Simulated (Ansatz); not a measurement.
Frontier orbitals of GeH4Se (`[GeH3][SeH]`).

| atom | x (Å) | y (Å) | z (Å) |
| --- | --- | --- | --- |
| Ge1 | -0.2668 | -0.4335 | -0.3179 |
| Se2 | 1.0666 | 0.5130 | 1.3794 |
| H3 | 0.3041 | -0.0915 | -1.7019 |
| H4 | -0.2061 | -1.9454 | -0.0705 |
| H5 | -1.7122 | 0.0729 | -0.2074 |
| H6 | 0.8144 | 1.8844 | 0.9182 |

Total charge 0; spin multiplicity 1. Correlated methods include outer-core shells of Ge, Se, which these sets cover unevenly. Scalar relativity is left out up to krypton. All single points use the PBE0-D4/def2-TZVP geometry. Basis def2-TZVPP, Ansatz 0.2.0.

```json
{"functional": "PBE", "HOMO (eV)": "-5.80", "LUMO (eV)": "-1.20", "gap (eV)": "4.60"}
{"functional": "revPBE", "HOMO (eV)": "-5.76", "LUMO (eV)": "-1.11", "gap (eV)": "4.65"}
{"functional": "B97M-V", "HOMO (eV)": "-6.18", "LUMO (eV)": "-0.95", "gap (eV)": "5.23"}
{"functional": "PBE0", "HOMO (eV)": "-6.96", "LUMO (eV)": "-0.33", "gap (eV)": "6.63"}
{"functional": "B3LYP", "HOMO (eV)": "-6.72", "LUMO (eV)": "-0.60", "gap (eV)": "6.12"}
{"functional": "HSE06 (plane-wave form)", "HOMO (eV)": "-6.56", "LUMO (eV)": "-0.70", "gap (eV)": "5.86"}
{"functional": "ωB97X-V", "HOMO (eV)": "-9.26", "LUMO (eV)": "1.71", "gap (eV)": "10.97"}
{"functional": "ωB97M-V", "HOMO (eV)": "-9.11", "LUMO (eV)": "1.50", "gap (eV)": "10.61"}
```

(1) What is the vertical ionisation energy at frozen-core CCSD(T)/def2-TZVPP? (An estimate is asked.)

## Answers

(1) The calculation gave: 9.22 eV (T1 of the cation 0.013).

A quarter of exact exchange (PBE0) shifts PBE's HOMO by −1.15 eV and its LUMO by +0.87 eV; full exchange at long range (ωB97M-V) shifts them by −3.31 and +2.69 eV. The gap opens from 4.61 to 10.61 eV, since occupied levels lose self-interaction and empty ones feel all the electrons. A positive LUMO is unbound and depends on the basis. −ε(HOMO) differs from that ionisation energy by −3.42 eV with PBE and −0.11 eV with ωB97M-V.

B3LYP here is the variant with VWN-RPA as its local correlation; programs differ in this.
